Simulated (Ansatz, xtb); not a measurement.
Two isomers of C4H8OSeSi

Structure I is `C=C1CO[Si@@H]1[Se]C`, a singlet and structure II is `C#C[Si@H](O)[Se]CC`, a singlet. Both are isolated molecules in the gas phase, relaxed with PBE-D3(BJ)/def2-SVP; each stands in its lowest conformer found.

Q: Which of the two would you expect CCSD(T)/def2-SVP + ΔMP2/def2-TZVPP electronic energies to favour?

A: Structure II; the calculation gives E(II) − E(I) = −0.268 eV.

How the difference moves with the method:

```
                             level             geometry  E(II) − E(I) (eV)  departure from the last row (eV)  job, with rough time for the two
                          GFN2-xTB             GFN2-xTB              +0.278                            +0.546              optimisation, 0.45 s
                         HF/STO-3G             GFN2-xTB              +0.754                            +1.022               single point, 0.6 s
                r2SCAN-D4/def2-SVP             GFN2-xTB              +0.088                            +0.357               single point, 4.5 s
               PBE-D3(BJ)/def2-SVP  PBE-D3(BJ)/def2-SVP              +0.220                            +0.488                optimisation, 64 s
                       HF/def2-SVP  PBE-D3(BJ)/def2-SVP              −0.182                            +0.086           part of the CCSD(T) run
                      MP2/def2-SVP  PBE-D3(BJ)/def2-SVP              −0.321                            −0.052           part of the CCSD(T) run
                  CCSD(T)/def2-SVP  PBE-D3(BJ)/def2-SVP              −0.158                            +0.111                      single point
CCSD(T)/def2-SVP + ΔMP2/def2-TZVPP  PBE-D3(BJ)/def2-SVP              −0.268                                               single point, 2.3 min
```

As drawn, II has 1 C≡C, 1 O–H in place of 1 C=C, 1 C–O, 1 C–H. Structure I has a 4-membered ring, II no ring.

GFN2-xTB, HF/STO-3G, r2SCAN-D4/def2-SVP, PBE-D3(BJ)/def2-SVP put the two in the other order. The largest departure from CCSD(T)/def2-SVP + ΔMP2/def2-TZVPP is that of HF/STO-3G, 1.022 eV. The last row adds to CCSD(T) the change of the MP2 difference between the two basis sets, here −0.111 eV.

With thermal terms from frequencies at re-optimised GFN2-xTB minima (ideal gas, soft modes damped towards free rotors, one conformer each, 298.15 K, 1 atm): the zero-point term adds −0.059 eV; ΔH is −0.288 and ΔG −0.363 eV.

The correlated steps freeze 19 core orbitals; the filled d shell of Se is correlated, in a basis made for valence electrons. Codes used: Ansatz 0.2.0, xtb 6.7.1; the last row on 4 threads of Arm Neoverse V1 on a shared host.
